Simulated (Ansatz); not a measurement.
The cluster In₃As₃⁺. Charge 1, multiplicity 2. Geometry PBE-D4/def2-SVP.

```xyz
6

In   -1.345    0.345   -2.334
In   -2.257    1.055    0.703
In    2.157   -0.717    2.113
As   -0.349   -1.221    0.535
As    0.687    1.158    0.285
As    1.107   -0.620   -1.302
```

In the def2 sets In takes a core potential, while STO-3G treats all electrons; there is no spin–orbit coupling. At HF/STO-3G the charge 1 doublet is spin-contaminated (final ⟨S²⟩ up to 1.04, 0.75 for a pure state). The structure comes from a short search, and lower isomers may exist.

Task: Estimate the α-spin orbital energies around the gap (eV) in Ansatz with HF/STO-3G, PBE-D4/def2-SVP, PBE-D4/def2-TZVP, PBE0-D4/def2-SVP, PBE0-D4/def2-TZVP.

Result: 
```json
{"orbital": "HOMO−5", "HF/STO-3G": "-10.60", "PBE-D4/def2-SVP": "-11.15", "PBE-D4/def2-TZVP": "-11.10", "PBE0-D4/def2-SVP": "-12.08", "PBE0-D4/def2-TZVP": "-12.01"}
{"orbital": "HOMO−4", "HF/STO-3G": "-10.49", "PBE-D4/def2-SVP": "-10.55", "PBE-D4/def2-TZVP": "-10.49", "PBE0-D4/def2-SVP": "-11.47", "PBE0-D4/def2-TZVP": "-11.40"}
{"orbital": "HOMO−3", "HF/STO-3G": "-9.58", "PBE-D4/def2-SVP": "-10.12", "PBE-D4/def2-TZVP": "-10.08", "PBE0-D4/def2-SVP": "-10.97", "PBE0-D4/def2-TZVP": "-10.92"}
{"orbital": "HOMO−2", "HF/STO-3G": "-8.91", "PBE-D4/def2-SVP": "-9.74", "PBE-D4/def2-TZVP": "-9.71", "PBE0-D4/def2-SVP": "-10.49", "PBE0-D4/def2-TZVP": "-10.46"}
{"orbital": "HOMO−1", "HF/STO-3G": "-8.42", "PBE-D4/def2-SVP": "-9.10", "PBE-D4/def2-TZVP": "-9.07", "PBE0-D4/def2-SVP": "-9.90", "PBE0-D4/def2-TZVP": "-9.86"}
{"orbital": "HOMO", "HF/STO-3G": "-8.02", "PBE-D4/def2-SVP": "-8.55", "PBE-D4/def2-TZVP": "-8.53", "PBE0-D4/def2-SVP": "-9.33", "PBE0-D4/def2-TZVP": "-9.31"}
{"orbital": "LUMO", "HF/STO-3G": "-0.15", "PBE-D4/def2-SVP": "-6.92", "PBE-D4/def2-TZVP": "-6.89", "PBE0-D4/def2-SVP": "-6.38", "PBE0-D4/def2-TZVP": "-6.35"}
{"orbital": "LUMO+1", "HF/STO-3G": "0.62", "PBE-D4/def2-SVP": "-6.44", "PBE-D4/def2-TZVP": "-6.43", "PBE0-D4/def2-SVP": "-5.82", "PBE0-D4/def2-TZVP": "-5.80"}
{"orbital": "LUMO+2", "HF/STO-3G": "1.98", "PBE-D4/def2-SVP": "-6.02", "PBE-D4/def2-TZVP": "-6.01", "PBE0-D4/def2-SVP": "-5.35", "PBE0-D4/def2-TZVP": "-5.34"}
{"orbital": "LUMO+3", "HF/STO-3G": "2.01", "PBE-D4/def2-SVP": "-5.96", "PBE-D4/def2-TZVP": "-5.97", "PBE0-D4/def2-SVP": "-5.28", "PBE0-D4/def2-TZVP": "-5.28"}
{"orbital": "LUMO+4", "HF/STO-3G": "3.07", "PBE-D4/def2-SVP": "-5.46", "PBE-D4/def2-TZVP": "-5.45", "PBE0-D4/def2-SVP": "-4.81", "PBE0-D4/def2-TZVP": "-4.79"}
{"orbital": "LUMO+5", "HF/STO-3G": "3.38", "PBE-D4/def2-SVP": "-5.24", "PBE-D4/def2-TZVP": "-5.29", "PBE0-D4/def2-SVP": "-4.47", "PBE0-D4/def2-TZVP": "-4.52"}
{"orbital": "β HOMO", "HF/STO-3G": "-7.45", "PBE-D4/def2-SVP": "-8.98", "PBE-D4/def2-TZVP": "-8.95", "PBE0-D4/def2-SVP": "-9.71", "PBE0-D4/def2-TZVP": "-9.67"}
{"orbital": "β LUMO", "HF/STO-3G": "-1.57", "PBE-D4/def2-SVP": "-8.09", "PBE-D4/def2-TZVP": "-8.06", "PBE0-D4/def2-SVP": "-7.52", "PBE0-D4/def2-TZVP": "-7.47"}
```
